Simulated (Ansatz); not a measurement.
Gas-phase electronic energies from Ansatz, PBE0-D4/def2-TZVP geometries. CCSD(T)/CBS is the MP2 limit (def2-TZVPP, def2-QZVPP) plus CCSD(T) − MP2 in def2-TZVPP, frozen cores. This one scheme is used for every species. DFT in def2-TZVPP. HSE06 is defined as in plane-wave codes. Elements past krypton have def2 core potentials. For Br, Sn outer-core shells are correlated without core-valence functions, which leaves a few kJ/mol of doubt a bond. Scalar relativity is left out up to krypton. One conformer a species, not always the lowest.

Reaction (formal hydrolysis of the Sn–Br bond): `[OH][Sn]([Cl])([Cl])[Br]` + H₂O → `[OH][Sn]([OH])([Cl])[Cl]` + HBr

`[OH][Sn]([Cl])([Cl])[Br]`:

Cartesian coordinates in Å:
```
O -1.372 -0.384 -0.761
Sn 0.204 -0.006 0.294
Cl -0.289 -0.696 2.415
Cl 1.998 -1.194 -0.516
Br 0.749 2.376 0.244
H -1.291 -0.096 -1.676
```

H₂O:

Z-matrix (Å, degrees):
```
O
H 1 0.960
H 1 0.960 2 105.1
```

`[OH][Sn]([OH])([Cl])[Cl]`:

```xyz
7

O    -0.949    0.426   -1.258
Sn   -0.032   -0.040    0.385
O     1.836    0.347    0.092
Cl   -0.744    1.199    2.174
Cl   -0.399   -2.262    0.856
H    -1.756   -0.076   -1.404
H     2.044    0.407   -0.846
```

HBr:

```xyz
2

Br    0.337    0.602    0.169
H    -0.337   -0.602   -0.169
```

Is it downhill or uphill in electronic energy at CCSD(T)/CBS, and by how much? (Estimate.)

Ansatz gave: Uphill: ΔE = +77.5 kJ/mol.

What do these levels give: PBE0-D4, r2SCAN0-D4, BHLYP-D4, B2PLYP, r2SCAN, r2SCANh, r2SCAN0, HSE06, CCSD/def2-SVP, CCSD/def2-TZVPP, CCSD(T)/def2-TZVPP, HF/CBS(def2)? (Best estimate.)

Ansatz gave: PBE0-D4 80.2, r2SCAN0-D4 78.8, BHLYP-D4 81.4, B2PLYP 70.7, r2SCAN 72.8, r2SCANh 75.0, r2SCAN0 78.0, HSE06 77.9, CCSD/def2-SVP 70.2, CCSD/def2-TZVPP 69.6, CCSD(T)/def2-TZVPP 68.7, HF/CBS(def2) 77.5 kJ/mol.

Largest T1 diagnostic among the species: 0.013.

From PBE to PBE0 (25 % exact exchange), in def2-TZVPP and without D4, ΔE moves by +5.5 kJ/mol. In def2-TZVPP, CCSD(T) changes the Hartree–Fock value by −8.8 kJ/mol (the triples alone add −0.9 kJ/mol) and MP2 by −3.2 kJ/mol. Leaving LDA and LC-ωPBE aside and taking each functional with its dispersion term where it has one, the values, not all of them listed here, spread over 12.3 kJ/mol, from B97M-V to BHLYP-D4.
